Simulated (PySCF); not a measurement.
In(Cl)(OH)2(NH3), H5ClInNO2, singlet (B3LYP/def2-SVP optimised geometry):

```
10

In    -0.297     0.112     0.000
Cl    -1.447    -1.848    -0.745
O      1.724     0.112     0.000
H      2.113     0.190    -0.881
O     -1.328     1.848     0.000
H     -2.113     1.791    -0.562
N     -0.131    -0.212     2.290
H      0.877    -0.229     2.467
H     -0.537    -1.091     2.616
H     -0.546     0.558     2.819
```

Level of theory: B3LYP/def2-TZVP, def2 effective core potentials past Kr (PySCF).

What are the frontier orbital energies and the dipole moment?

HOMO-2 -7.93 eV, HOMO-1 -7.81 eV, HOMO -7.75 eV, LUMO -1.66 eV, LUMO+1 -0.47 eV; dipole moment 3.56 D.

On the same geometry PBE/def2-TZVP, def2 effective core potentials past Kr (PySCF) gives HOMO-2 -6.74 eV, HOMO-1 -6.40 eV, HOMO -6.35 eV, LUMO -2.21 eV, LUMO+1 -0.91 eV; dipole moment 3.64 D.
